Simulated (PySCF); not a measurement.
¹⁹F chemical shifts

PySCF calculation with NMR shieldings at PBE0/pcSseg-1/GIAO and structure optimised with GFN2-xTB; equivalent nuclei averaged, single conformer, non-relativistic Hamiltonian, in vacuum.

Shieldings were converted by a linear fit to measured shifts: ¹⁹F (scatter 6.0 ppm rms, 7.0 ppm with the 5 outliers that the fit left out vs CFCl3, solution or neat liquid, with a term for F on sp3 carbon). Occasional misses reach two or three times the rms, and more in compound classes unlike the fitted ones.

Q: Give the ¹⁹F shifts of `CC(C)=C(F)S(=O)(=O)O`, `CS[Si@@H]1CCC=C(F)[C@@H]1F`, `CC#C[C@@H](F)[C@H](F)[SiH2]SC`, `CS[Si@@H]1CCC=C(F)[C@H]1F`, `CC#C[C@@H](F)[C@@H](F)[SiH2]SC`, `CS[SiH2][C@H]1CC=C1C(F)F`.

A: 
```json
{"compound": "CC(C)=C(F)S(=O)(=O)O", "environment": "vinylic fluorine", "δ (ppm)": "-120.9"}
{"compound": "[CH3:1][S:2][Si@@H:3]1[CH2:4][CH2:5][CH:6]=[C:7]([F:8])[C@@H:9]1[F:10]", "environment": "F8: vinylic fluorine", "δ (ppm)": "-97.1"}
{"compound": "[CH3:1][S:2][Si@@H:3]1[CH2:4][CH2:5][CH:6]=[C:7]([F:8])[C@@H:9]1[F:10]", "environment": "F10: fluorine on an sp3 carbon", "δ (ppm)": "-219.9"}
{"compound": "[CH3:1][C:2]#[C:3][C@@H:4]([F:5])[C@H:6]([F:7])[SiH2:8][S:9][CH3:10]", "environment": "F5: fluorine on an sp3 carbon", "δ (ppm)": "-173.5"}
{"compound": "[CH3:1][C:2]#[C:3][C@@H:4]([F:5])[C@H:6]([F:7])[SiH2:8][S:9][CH3:10]", "environment": "F7: fluorine on an sp3 carbon", "δ (ppm)": "-225.5"}
{"compound": "[CH3:1][S:2][Si@@H:3]1[CH2:4][CH2:5][CH:6]=[C:7]([F:8])[C@H:9]1[F:10]", "environment": "F8: vinylic fluorine", "δ (ppm)": "-92.3"}
{"compound": "[CH3:1][S:2][Si@@H:3]1[CH2:4][CH2:5][CH:6]=[C:7]([F:8])[C@H:9]1[F:10]", "environment": "F10: fluorine on an sp3 carbon", "δ (ppm)": "-207.9"}
{"compound": "[CH3:1][C:2]#[C:3][C@@H:4]([F:5])[C@@H:6]([F:7])[SiH2:8][S:9][CH3:10]", "environment": "F5: fluorine on an sp3 carbon", "δ (ppm)": "-176.8"}
{"compound": "[CH3:1][C:2]#[C:3][C@@H:4]([F:5])[C@@H:6]([F:7])[SiH2:8][S:9][CH3:10]", "environment": "F7: fluorine on an sp3 carbon", "δ (ppm)": "-201.5"}
{"compound": "[CH3:1][S:2][SiH2:3][C@H:4]1[CH2:5][CH:6]=[C:7]1[CH:8]([F:9])[F:10]", "environment": "F10: fluorine of a CF2 group", "δ (ppm)": "-102.4"}
{"compound": "[CH3:1][S:2][SiH2:3][C@H:4]1[CH2:5][CH:6]=[C:7]1[CH:8]([F:9])[F:10]", "environment": "F9: fluorine of a CF2 group", "δ (ppm)": "-125.3"}
```
